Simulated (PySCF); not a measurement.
C7H12BP.
Cartesian coordinates in Å at the PBE0-D3(BJ)/def2-SVP level; atoms count from 1:
```xyz
21
C7H12BP angstrom
B     -2.875   -0.861    0.973
P     -1.847   -0.479   -0.598
C     -1.149    1.175   -0.715
C      0.167    1.413   -0.686
C      1.263    0.389   -0.593
C      1.916    0.483    0.770
C      3.187    0.824    0.981
C      0.850   -1.034   -0.846
C     -0.400   -1.508   -0.886
H     -2.082   -0.691    1.888
H     -3.791   -0.051    0.938
H     -3.232   -2.022    0.823
H     -2.586   -0.611   -1.805
H     -1.859    2.008   -0.739
H      0.514    2.453   -0.689
H      2.035    0.654   -1.338
H      1.257    0.244    1.614
H      3.599    0.874    1.992
H      3.861    1.066    0.153
H      1.683   -1.735   -0.967
H     -0.579   -2.576   -1.037
```

Computed with PySCF at PBE0/pcSseg-1, non-relativistic, on one gas-phase PBE0-D3(BJ)/def2-SVP geometry that isn't relaxed in the solvent. The solvent is an IEF-PCM continuum (van der Waals radii × 1.2). Only the electrostatic response of the medium enters.

Gas phase at PBE0/pcSseg-1: HOMO -7.59 eV, LUMO -1.26 eV, dipole 5.51 D.

Q: What does the continuum do to the energy, the frontier levels and the dipole at PBE0/pcSseg-1 in benzene and water?

A: 
```
solvent      ε  E(solvent) − E(gas) (kcal/mol)  polarisation term (kcal/mol)  distortion of the solute (kcal/mol)  HOMO (eV)  LUMO (eV)  dipole (D)
benzene  2.271                           -3.92                         -4.27                                 0.35      -7.53      -1.10        6.29
  water  78.36                           -8.80                        -10.62                                 1.82      -7.49      -0.97        7.29
```

The first energy column is the sum of the next two and covers electrostatics alone. From benzene to water the lowering changes by a factor 2.24, Onsager's factor (ε − 1)/(2ε + 1) by 2.14 and ε itself by 34.5.

Q: Which radius a makes the point-dipole formula ΔE = −[(ε − 1)/(2ε + 1)]·μ²/a³ give the value in water, with the gas-phase dipole?

A: μ = 2.167 au and |ΔE| = 0.01402 Eh give a = 2.90 Å; the farthest nucleus lies 4.23 Å from the centroid of the nuclei, so such a sphere wouldn't even hold the nuclei. The formula assumes a rigid point dipole at the centre of a sphere.

Q: Give the dipole vector in the frame of the coordinates (D, pointing from negative to positive charge), gas and water.

A: Gas (4.19, 1.37, -3.30), solvent (5.36, 1.78, -4.60). Its length changes by +32 % and its direction by 2°.

Q: Which Hirshfeld charges (PBE0/pcSseg-1) respond most in benzene (means over atoms taken as equivalent)?

A: 
```
      atoms                        environment  gas (e)  solvent (e)  change
         B1              four-coordinate boron   -0.160       -0.170  -0.010
H10/H11/H12                       B–H hydrogen   -0.085       -0.093  -0.008
        H13                       P–H hydrogen   +0.011       +0.018  +0.007
        H16                   methine hydrogen   +0.052       +0.057  +0.005
    H15/H20                   vinylic hydrogen   +0.055       +0.059  +0.004
         P2  phosphorus bonded to B, 2 C and H   +0.342       +0.345  +0.003
        H19                   vinylic hydrogen   +0.047       +0.050  +0.003
    H14/H21                   vinylic hydrogen   +0.061       +0.063  +0.002
```

Time: 42 s; peak memory 1.2 GiB. Hardware: one thread of an Arm Neoverse V2, shared host. This is the whole shielding run at PBE0/pcSseg-1 in water, SCF included.
